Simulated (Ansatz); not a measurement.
```yaml
crystal:
  periodic: [false, false, false]
  atoms:
    - {symbol: C, position_ang: [-0.942672, 1.577090, 0.133619]}
    - {symbol: Si, position_ang: [-0.301398, 0.182842, 0.985292]}
    - {symbol: Ge, position_ang: [1.000500, -1.113010, -0.382723]}
    - {symbol: O, position_ang: [0.145403, -1.608153, -1.789331]}
    - {symbol: H, position_ang: [-0.072864, 2.498994, -0.062885]}
    - {symbol: H, position_ang: [-1.618932, 2.283895, 0.915375]}
    - {symbol: H, position_ang: [-1.667107, 1.101975, -0.963021]}
    - {symbol: H, position_ang: [-1.337964, -0.806303, 1.600658]}
    - {symbol: H, position_ang: [0.691012, 0.740329, 2.269992]}
    - {symbol: H, position_ang: [2.249206, -0.075842, -1.244741]}
    - {symbol: H, position_ang: [1.679394, -2.133598, 0.215033]}
    - {symbol: H, position_ang: [-0.633214, -2.269998, -1.662753]}
basis:
  gaussian: {orbitals: def2-SVPD}
total_charge: -1
magnetization: {spin_polarized: true, initial_magnetization: 1}
hamiltonian: {xc: {name: LC-wPBE}}
scf: {lower_state_search: off}
relax: {f_tol: 0.001, max_steps: 3}
```

```sh
$ ansatz run in.yaml --threads 4 --pin off --events-out ev --progress --plain --max-ram 10444MiB
```

Output, abridged:

```
Functional definition: LC-wPBE
1503 factors; their error is unknown
802 factors; integrals over basis functions are off by at most 5.1e-7 eV
mean field evaluation 1: about -67580.6191 eV, gradient 2.5e1 eV
mean field evaluation 2: about -67580.9638 eV, gradient 2.8e1 eV
mean field evaluation 4: about -67583.3082 eV, gradient 1.8e0 eV
mean field evaluation 8: about -67583.4065 eV, gradient 2.5e-1 eV
mean field evaluation 16: about -67583.3740 eV, gradient 1.9e-2 eV
mean field evaluation 32: about -67583.3741 eV, gradient 3.0e-5 eV
mean field -67583.37406231 eV, -2483.6431871338 hartree, gradient 6.0e-6 eV, S^2 0.753520; 0 other end points of the search recorded, 0 dependent functions left out
reference -67583.37406233 eV, -2483.6431871343 hartree; 35, 34 occupied and 134, 135 virtual orbitals, 1503 factors
relax step   1: F+E_penalty+E_count = -67583.37406231 eV  Δ(F+E_penalty+E_count) = +0.000e0 eV  max|allowed force component| = 5.747e0 eV/Å  Δτ_max = 0.0000 Å  (30 SCF iters, accepted)
1503 factors; their error is unknown
802 factors; integrals over basis functions are off by at most 5.2e-7 eV
mean field -67586.08889187 eV, -2483.7429552798 hartree, gradient 2.1e-6 eV, S^2 0.753808; 0 other end points of the search recorded, 0 dependent functions left out
reference -67586.08889189 eV, -2483.7429552804 hartree; 35, 34 occupied and 134, 135 virtual orbitals, 1503 factors
relax step   2: F+E_penalty+E_count = -67586.08889187 eV  Δ(F+E_penalty+E_count) = -2.715e0 eV  max|allowed force component| = 2.465e0 eV/Å  Δτ_max = 0.1948 Å  (35 SCF iters, accepted)
1503 factors; their error is unknown
802 factors; integrals over basis functions are off by at most 5.2e-7 eV
mean field -67586.80653933 eV, -2483.7693283376 hartree, gradient 1.6e-6 eV, S^2 0.755715; 0 other end points of the search recorded, 0 dependent functions left out
reference -67586.80653935 eV, -2483.7693283382 hartree; 35, 34 occupied and 134, 135 virtual orbitals, 1503 factors
relax step   3: F+E_penalty+E_count = -67586.80653933 eV  Δ(F+E_penalty+E_count) = -7.176e-1 eV  max|allowed force component| = 2.017e0 eV/Å  Δτ_max = 0.1947 Å  (37 SCF iters, accepted)
Error: geometry relaxation did not converge after 3 steps: max|allowed force component| = 2.02e0 eV/Å (threshold 1.0e-3). Raise `relax.max_steps` over both its present limit and 3, loosen `relax.f_tol`, or start from a geometry closer to equilibrium. Where this run's directory can be resumed (`checkpoint.write`), a resume goes on for up to `relax.max_steps` more
```

In this input the relaxation is allowed too few steps for its threshold. The calculation stopped without meeting its thresholds.
